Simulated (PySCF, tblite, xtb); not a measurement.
Breaking a bond: HCl (cation, charge +1), doublet.

Levels of theory: GFN2-xTB, 300 K electronic temperature (tblite); GFN1-xTB (xtb); UMP2/6-31G* = PySCF with unrestricted MP2 (frozen core)/6-31G*, spherical d; UCCSD(T) = CCSD(T) on UHF/cc-pVTZ, 5 core orbitals frozen run with PySCF.

Energies relative to the lowest point of each curve near equilibrium, in kJ/mol; the last columns give the difference from UCCSD(T):

```tsv
R / Å	GFN2-xTB	GFN1-xTB	UMP2/6-31G*	UCCSD(T)	GFN2-xTB − UCCSD(T)	GFN1-xTB − UCCSD(T)	UMP2/6-31G* − UCCSD(T)
1.00	194.5	225.6	253.3	244.1	-49.6	-18.5	9.3
1.05	119.5	134.9	159.0	154.8	-35.4	-19.9	4.2
1.12	54.8	57.5	72.7	72.5	-17.7	-15.1	0.2
1.18	23.9	21.8	29.9	31.0	-7.1	-9.2	-1.2
1.26	4.3	1.9	3.6	4.6	-0.3	-2.7	-1.0
1.29	1.3	0.0	0.4	1.0	0.3	-1.0	-0.6
1.32	0.0	0.4	0.0	0.0	0.0	0.4	0.0
1.36	0.5	3.7	2.9	2.1	-1.6	1.6	0.8
1.40	3.1	9.7	9.1	7.4	-4.3	2.3	1.7
1.47	11.3	24.9	25.4	22.2	-10.9	2.7	3.1
1.53	21.2	41.5	43.0	39.0	-17.8	2.6	4.1
1.65	46.3	81.4	83.5	78.5	-32.2	2.9	5.0
1.80	83.3	136.5	139.6	131.9	-48.5	4.6	7.8
2.00	134.8	204.5	215.8	201.0	-66.1	3.5	14.8
2.16	173.6	250.7	259.4	250.7	-77.2	0.0	8.6
2.37	217.5	300.1	299.0	306.5	-89.0	-6.4	-7.6
2.64	260.5	346.2	332.5	362.2	-101.7	-15.9	-29.6
```

GFN2-xTB is furthest from UCCSD(T) at 2.64 (-101.7 kJ/mol, below); its mean absolute difference over the points is 32.9 kJ/mol.

GFN1-xTB is furthest from UCCSD(T) at 1.05 (-19.9 kJ/mol, below); its mean absolute difference over the points is 6.4 kJ/mol.

UMP2/6-31G* is furthest from UCCSD(T) at 2.64 (-29.6 kJ/mol, below); its mean absolute difference over the points is 5.9 kJ/mol.

The scan ran from 1.00 to 5.29 Å; beyond the distances shown one of the unrestricted levels run for this scan, shown here or not, changes its spin distribution in one step. The unrestricted determinant behind UMP2/6-31G*, UCCSD(T) is spin-contaminated at 2.00 to 2.64 Å (<S²> up to 1.6, against 0.75 for a pure doublet).
